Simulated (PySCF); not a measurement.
Fractional electron number in Tl⁻ (thallium, charge -1)

The 6p alpha orbital of [Xe] 4f14 5d10 6s2 6p2 is emptied in steps (occupation f), with all orbitals relaxed, ending at [Xe] 4f14 5d10 6s2 6p1. All numbers are calculated (PySCF 2.14, scalar relativity through the core potential, in aug-cc-pVTZ-PP with ECP60MDF (6s5p4d2f, 55 functions)). The exact energy is a straight line in f; departures are measured from the line between the end points of the same method.

```json
{"f": "1", "PBE0 (eV)": "0.000", "r2SCAN (eV)": "0.000", "LC-wPBE (eV)": "0.000", "BHandHLYP (eV)": "0.000", "HSE06 (eV)": "0.000"}
{"f": "0.9", "PBE0 (eV)": "-0.110", "r2SCAN (eV)": "-0.148", "LC-wPBE (eV)": "0.032", "BHandHLYP (eV)": "-0.067", "HSE06 (eV)": "-0.140"}
{"f": "0.7", "PBE0 (eV)": "-0.268", "r2SCAN (eV)": "-0.357", "LC-wPBE (eV)": "0.068", "BHandHLYP (eV)": "-0.164", "HSE06 (eV)": "-0.341"}
{"f": "0.5", "PBE0 (eV)": "-0.330", "r2SCAN (eV)": "-0.436", "LC-wPBE (eV)": "0.077", "BHandHLYP (eV)": "-0.204", "HSE06 (eV)": "-0.419"}
{"f": "0.3", "PBE0 (eV)": "-0.286", "r2SCAN (eV)": "-0.374", "LC-wPBE (eV)": "0.063", "BHandHLYP (eV)": "-0.178", "HSE06 (eV)": "-0.361"}
{"f": "0.1", "PBE0 (eV)": "-0.126", "r2SCAN (eV)": "-0.163", "LC-wPBE (eV)": "0.026", "BHandHLYP (eV)": "-0.078", "HSE06 (eV)": "-0.158"}
{"f": "0", "PBE0 (eV)": "0.000", "r2SCAN (eV)": "0.000", "LC-wPBE (eV)": "0.000", "BHandHLYP (eV)": "0.000", "HSE06 (eV)": "0.000"}
```

Task: For r2SCAN, how does the orbital energy at f = 1 compare with the removal energy?

Result: −ε = -1.138 eV against a total-energy difference of 0.476 eV. By Janak's theorem ε = ∂E/∂f, so the gap between them reflects the curvature. Along the path −ε is -0.866 (f = 0.9), -0.258 (f = 0.7), 0.430 (f = 0.5), 1.155 (f = 0.3), 1.914 (f = 0.1) eV.

| method | E(f=0) − E(f=1) (eV) | −ε at f=1 (eV) | −ε at f=0.5 (eV) |
| --- | --- | --- | --- |
| PBE0 | 0.414 | -0.783 | 0.361 |
| r2SCAN | 0.476 | -1.138 | 0.430 |
| LC-wPBE | 0.297 | 0.675 | 0.282 |
| BHandHLYP | 0.250 | -0.467 | 0.211 |
| HSE06 | 0.451 | -1.075 | 0.391 |

At f = 1 the orbital energy is positive for PBE0, r2SCAN, BHandHLYP, HSE06: only the finite basis holds the electron.

Reference removal energy between the ground levels: 0.320 eV (measured; photodetachment measurements, as compiled on the Wikipedia data page of electron affinities). The calculation has no spin-orbit coupling.
